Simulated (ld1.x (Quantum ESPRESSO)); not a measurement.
## Ti (Z = 22), PAW: configuration errors across variants

ld1.x (Quantum ESPRESSO) 7.5 input, shortened:

```
&input
   title='Ti', zed=22., rel=1, dft='PBE', iswitch=3,
   config='[Ar] 3d2 4s1.5 4p0'
 /
 &inputp
   pseudotype=3, lpaw=.true., tm=.true., lloc=-2, rcloc=2.20,
   nlcc=.true., new_core_ps=.true.,
   which_augfun='PSQ', rmatch_augfun_nc=.true.
 /
6
4S  1  0   1.50   0.00  2.70  2.95  0.0
4S  1  0   0.00   0.05  2.70  2.95  0.0
4P  2  1   0.00   0.00  2.80  3.60  0.0
4P  2  1   0.00   1.40  2.80  3.60  0.0
3D  3  2   2.00   0.00  2.45  2.90  0.0
3D  3  2   0.00  -0.05  2.45  2.90  0.0
 &test
   configts(1)='3d2 4s1.5 4p0'
 /
```

All-electron excitation energies from the reference (eV): (1) 3d2 4s2 4p0 -2.937; (2) 3d2 4s1 4p0 4.410; (3) 3d2 4s0 4p0 17.982; (4) 3d2 4s0 4p1 8.186; (5) 3d1 4s2 4p1 1.735; (6) 3d2 4s0 4p2 3.351.

Tests that are not counted but printed errors over 1 eV. “base”: 3d1 4s0 4p0 (solver errors, printed error -6.5 eV). “waves 4s (bound): rcut 2.64, rcutus 2.80 bohr; 4s channel at 0.05 Ry: rcut 2.64, rcutus 2.80 bohr”: 3d1 4s0 4p0 (solver errors, printed error -6.5 eV). “waves 4s (bound): rcut 2.70, rcutus 3.58 bohr; 4s channel at 0.05 Ry: rcut 2.70, rcutus 3.58 bohr”: 3d1 4s0 4p0 (solver errors, printed error -6.5 eV). “waves 4s (bound): rcut 2.70, rcutus 3.96 bohr; 4s channel at 0.05 Ry: rcut 2.70, rcutus 3.96 bohr”: 3d1 4s0 4p0 (solver errors, printed error -6.5 eV).

2 further variants failed, have other tests or too few solved ones, and are left out.

Errors AE − PS in meV (a dash: test not solved or not reliable):

| change | (1) | (2) | (3) | (4) | (5) | (6) | bound ghosts |
| --- | --- | --- | --- | --- | --- | --- | --- |
| base | -0.1 | -0.9 | -12 | -3.4 | -276 | -2.1 | none |
| waves 4s (bound): rcut 2.64, rcutus 2.80 bohr; 4s channel at 0.05 Ry: rcut 2.64, rcutus 2.80 bohr | -0.1 | -0.9 | -12 | -3.4 | -288 | -2.1 | none |
| waves 4s (bound): rcut 2.70, rcutus 3.58 bohr; 4s channel at 0.05 Ry: rcut 2.70, rcutus 3.58 bohr | 0.0 | -0.8 | -12 | -3.3 | -183 | -2.2 | none |
| waves 4s (bound): rcut 2.70, rcutus 3.96 bohr; 4s channel at 0.05 Ry: rcut 2.70, rcutus 3.96 bohr | +0.1 | -0.8 | -12 | -3.3 | -108 | -2.2 | none |
| waves 4s (bound): rcut 2.70, rcutus 4.42 bohr; 4s channel at 0.05 Ry: rcut 2.70, rcutus 4.42 bohr | – | – | – | – | – | – | none |

Task: Give the same row for: waves 4s (bound): rcut 2.70, rcutus 3.24 bohr; 4s channel at 0.05 Ry: rcut 2.70, rcutus 3.24 bohr.

Result: -0.1, -0.9, -12, -3.4, -240, -2.2; bound ghosts: none. Not counted: 3d1 4s0 4p0 (solver errors, printed error -6.5 eV).
